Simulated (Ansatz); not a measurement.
Reactions of `[F][GaH][Cl]`.

Gas-phase electronic energies from Ansatz, PBE0-D4/def2-TZVP geometries. CCSD(T)/CBS is the MP2 limit (def2-TZVPP, def2-QZVPP) plus CCSD(T) − MP2 in def2-TZVPP, frozen cores. This one scheme is used for every species, atoms too. Open shells (•) are unrestricted, without spin–orbit coupling. Spin–orbit coupling would lower the free atoms: a little for Cl, F. For Ga, Se outer-core shells are correlated without core-valence functions, so the limit isn't a true one: a few kJ/mol of doubt a bond, and 10 to 20 or more in all where bonds break to atoms. Scalar relativity is left out up to krypton. Each species was taken in one conformer, which may not be the lowest.

(1) Order these by ΔE at CCSD(T)/CBS, lowest first. (Best estimate.)
A. `[F][GaH][Cl]` → `[F][Ga][Cl]`• + H•
B. `[F][GaH][Cl]` → Cl• + `[F][GaH]`•
C. `[F][GaH][Cl]` + H₂Se → `[F][GaH][SeH]` + HCl
D. `[F][GaH][Cl]` + `BN` → `B[NH][GaH][F]` + HCl
E. `[F][GaH][Cl]` + F• → `[F][Ga][Cl]`• + H–F
F. `[F][GaH][Cl]` + H₂S → `[F][GaH][SH]` + HCl

Largest T1 diagnostic: 0.017, for `[F][GaH]`•.

Results:

(1) E (-236.5 kJ/mol), C (+9.5 kJ/mol), F (+22.7 kJ/mol), D (+75.8 kJ/mol), A (+359.4 kJ/mol), B (+452.3 kJ/mol).
